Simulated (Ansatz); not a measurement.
The Si1–H4 bond of F2H2Si (SMILES F[SiH2]F) is stretched (multiplicity 1, the rest rigid).
Geometry at rest (charge 0, multiplicity 1):
```xyz
5

Si     0.224    -0.146     0.361
F     -0.895    -0.951    -0.435
F      0.409     1.268    -0.347
H      1.490    -0.886     0.262
H     -0.250     0.079     1.733
```

Cores are frozen in the correlated methods.

Programs: Ansatz (Gaussian basis) for Hartree–Fock, density functionals and correlated methods. 

FIC-MRCISD+Q on CASSCF(2,2)/cc-pV(T+d)Z, total energies (hartree):

```
R (Å)       CASSCF       MRCISD  weight c² of the reference
-----  -----------  -----------  --------------------------
1.470  -489.218834  -489.786186                     0.90525
2.572  -489.115832  -489.673669                     0.90622
4.703  -489.074586  -489.628436                     0.90753
```

**Question.** Add the Davidson correction (E_MRCISD − E_CASSCF)(1 − c²)/c² and give the energies above the first point at the three levels.

**Answer.** 
Corrections (hartree): -0.059386, -0.057724, -0.056431. Above the first point (kcal/mol):
- R = 2.572 Å: CASSCF 64.6, MRCISD 70.6, with the correction 71.6
- R = 4.703 Å: CASSCF 90.5, MRCISD 99.0, with the correction 100.8

Ansatz is a quantum-chemistry and plane-wave program.
